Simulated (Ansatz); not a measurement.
The lowest singlet and triplet of CS (SMILES [C]=S); geometries from B3LYP-D3(BJ)/def2-TZVP, each state relaxed from the structure named, with no frequency check.
Singlet (charge 0, multiplicity 1):
```xyz
2

C      0.0000     0.0000    -1.1142
S      0.0000     0.0000     0.4178
```
Triplet (charge 0, multiplicity 3):
```xyz
2

C      0.00000     0.00000    -1.14029
S      0.00000     0.00000     0.42761
```

A positive gap puts the triplet lower; no zero-point energy. R- takes a restricted singlet. U- takes an unrestricted singlet (broken symmetry where lower, unprojected). The triplet is unrestricted in single-reference levels. Active spaces average the two states.

Frozen-core correlation.

Programs: Ansatz (a program for electronic structure). Values without a source in brackets are computed.

| level | gap E(singlet) − E(triplet), adiabatic (kcal/mol) |
|---|---|
| U-HF/cc-pV(Q+d)Z | -50.21 |
| U-PBE/def2-TZVPP | -74.46 |
| U-BHLYP/def2-TZVPP | -73.87 |
| R-MP2/cc-pV(T+d)Z | -92.41 |
| U-MP2/cc-pV(T+d)Z | -92.41 |
| U-SCS-MP2/cc-pV(Q+d)Z | [?] |
| R-CCSD/cc-pV(D+d)Z | [?] |
| U-CCSD(T)/cc-pV(D+d)Z | -79.14 |
| FIC-MRCISD+Q on SA-CASSCF(10,8)/cc-pV(T+d)Z | -79.16 |

Problem. Complete the blanks.

Solution. 
- U-SCS-MP2/cc-pV(Q+d)Z, gap E(singlet) − E(triplet), adiabatic (kcal/mol): -98.27
- R-CCSD/cc-pV(D+d)Z, gap E(singlet) − E(triplet), adiabatic (kcal/mol): -76.22

Doubts at one or more of the structures used: a spin-contaminated determinant (U-HF/cc-pV(Q+d)Z, R-MP2/cc-pV(T+d)Z, U-MP2/cc-pV(T+d)Z, U-SCS-MP2/cc-pV(Q+d)Z, R-CCSD/cc-pV(D+d)Z, U-CCSD(T)/cc-pV(D+d)Z); T1 above 0.05 (R-CCSD/cc-pV(D+d)Z, U-CCSD(T)/cc-pV(D+d)Z).
